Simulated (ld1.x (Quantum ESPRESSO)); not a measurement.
**Which change was made? (Eu, PAW)**

Eu, PAW, made with ld1.x (Quantum ESPRESSO) 7.5 (PBEsol, scalar-relativistic). Core [Kr] 4d10, reference 4f7 5s2 5p6 5d0 6s1.75 6p0.25. Waves: 5s (bound): rcut 2.30, rcutus 2.55 bohr; 6s (bound): rcut 2.30, rcutus 2.55 bohr; 5p (bound): rcut 2.15, rcutus 2.20 bohr; 6p (bound): rcut 2.15, rcutus 2.20 bohr; 5d (bound, empty): rcut 2.35, rcutus 3.25 bohr; 5d channel at 0.55 Ry: rcut 2.35, rcutus 3.25 bohr; 4f (bound): rcut 1.30, rcutus 1.45 bohr; 4f channel at 0.55 Ry: rcut 1.30, rcutus 1.45 bohr. Local part: all-electron potential smoothed inside 1.55 bohr (lloc = -1). Core correction: Bessel-smoothed model core inside 1.00 bohr. Augmentation charge: BESSEL, radius 1.45 bohr.

Cutoffs, loose and tight: the cutoffs (Ry, on a coarse ladder) from which the occupation-weighted sum of valence levels, in a spherical-Bessel basis at the reference potential, stays within 10 and 1 mRy of its value at 400 Ry. They do not see the model core or the augmentation charge, which bear on the density cutoff. Test errors are all-electron minus pseudo excitation energies from the reference, over the configurations 4f7 5s2 5p6 5d0 6s2 6p0; 4f7 5s2 5p6 5d0 6s1 6p0; 4f7 5s2 5p6 5d0 6s0 6p0; 4f7 5s2 5p6 5d0 6s0 6p1; 4f7 5s2 5p6 5d0.5 6s1.5 6p0; 4f7 5s2 5p6 5d1 6s1 6p0; 4f6 5s2 5p6 5d1 6s1 6p0; variants that change the core or the reference have their own tests. The largest error is taken over the tests solved by every variant that gives reliable tests at all, those not shown here included: 4f7 5s2 5p6 5d0 6s0 6p0; 4f7 5s2 5p6 5d0 6s0 6p1; 4f7 5s2 5p6 5d0 6s1 6p0; 4f7 5s2 5p6 5d0 6s2 6p0; 4f7 5s2 5p6 5d0.5 6s1.5 6p0; 4f7 5s2 5p6 5d1 6s1 6p0.

The base gives: outcome: generated, overlap not positive; bound ghosts: not determined (overlap not positive); largest test error (meV): -6.4.

(1) After one change the result is: outcome: generated; cutoff, loose: 70 Ry; cutoff, tight: 110 Ry; bound ghosts: none; largest test error (meV): -6.3. Which change was it?
A. waves 5s (bound): rcut 2.20, rcutus 2.34 bohr; 6s (bound): rcut 2.20, rcutus 2.34 bohr
B. waves 5s (bound): rcut 1.88, rcutus 2.00 bohr; 6s (bound): rcut 1.88, rcutus 2.00 bohr
C. waves 5s (bound): rcut 1.52, rcutus 1.62 bohr; 6s (bound): rcut 1.52, rcutus 1.62 bohr

## Answers

(1) C. The others give: waves 5s (bound): rcut 2.20, rcutus 2.34 bohr; 6s (bound): rcut 2.20, rcutus 2.34 bohr → outcome: generated; cutoff, loose: 70 Ry; cutoff, tight: 110 Ry; bound ghosts: none; largest test error (meV): -6.4 | waves 5s (bound): rcut 1.88, rcutus 2.00 bohr; 6s (bound): rcut 1.88, rcutus 2.00 bohr → outcome: generated; cutoff, loose: 70 Ry; cutoff, tight: 110 Ry; bound ghosts: none; largest test error (meV): -6.4. A file whose overlap is not positive is unfit for use, and its test errors describe a broken file.
